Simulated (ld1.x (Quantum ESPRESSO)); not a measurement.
How hard is this Pb TM semilocal potential?

* Element: Pb
* Generator: ld1.x (Quantum ESPRESSO) 7.5
* Type: norm-conserving Troullier–Martins (semilocal form)
* Functional: PBE
* Relativity: scalar-relativistic
* Frozen core: [Kr] 4d10 4f14
* Valence charge: 22
* Reference configuration: 5s2 5p6 5d10 6s2 6p0 (charge +2)
* Partial waves: 5s (bound): rc 0.95 bohr; 5p (bound): rc 1.50 bohr; 5d (bound): rc 1.75 bohr; 5f channel at 0.3 Ry: rc 1.70 bohr
* Local potential: the f channel
* Core correction: a·sin(br)/r model core, default radius (core density twice the valence density)

Occupied shells without a wave of their own: 6s. They enter only through the test configuration that unscreens the potential, and ld1.x also counts them in the model core charge.

The pseudo-atom Hamiltonian at the reference potential is diagonalised in spherical Bessel functions j_l(qr) that vanish at 20 bohr, with q² up to the cutoff. All-electron valence levels (Ry): 5s -11.8284, 6s -2.0170, 5p -7.5418, 6p -1.2623, 5d -2.7816.

Q: How do the lowest levels (Ry) of each channel move with the cutoff, and are there ghosts?

A:

| cutoff (Ry) | s #1 | s #2 | p #1 | p #2 | p #3 | d #1 | f #1 | f #2 | Σ f·Δε (mRy) |
| --- | --- | --- | --- | --- | --- | --- | --- | --- | --- |
| 8 | -9.5083 | -1.6256 | -5.0808 | -0.9319 | -0.3810 | -1.3161 | -0.3097 | -0.1769 | 34896.2 |
| 25 | -10.2866 | -1.7593 | -7.4993 | -1.2852 | -0.4786 | -2.5395 | -0.3159 | -0.1815 | 6327.3 |
| 50 | -11.6482 | -1.9998 | -7.5349 | -1.3120 | -0.4868 | -2.7804 | -0.3172 | -0.1824 | 500.9 |
| 100 | -11.7521 | -2.0295 | -7.5417 | -1.3131 | -0.4871 | -2.7816 | -0.3173 | -0.1825 | 180.3 |
| 180 | -11.8241 | -2.0422 | -7.5418 | -1.3131 | -0.4871 | -2.7816 | -0.3173 | -0.1825 | 9.9 |
| 400 | -11.8285 | -2.0427 | -7.5418 | -1.3131 | -0.4871 | -2.7816 | -0.3173 | -0.1825 | 0.0 |

Result: no extra level below or beside the all-electron valence levels (s, p, d, f tested); the semilocal form is local in each channel, so this says nothing of the separable form that plane-wave codes build from it; 10 mRy is reached at 180 Ry and 1 mRy at 300 Ry.

The potential misses its own reference levels by up to 0.4 eV. ld1.x takes every shell without a wave as core, so the model core holds the 6s electrons as well and exchange and correlation see them twice. This cancels in the reference configuration, but the file is broken for other ones, and its errors say nothing about a proper core correction. Its largest configuration-test error is -1281 meV.
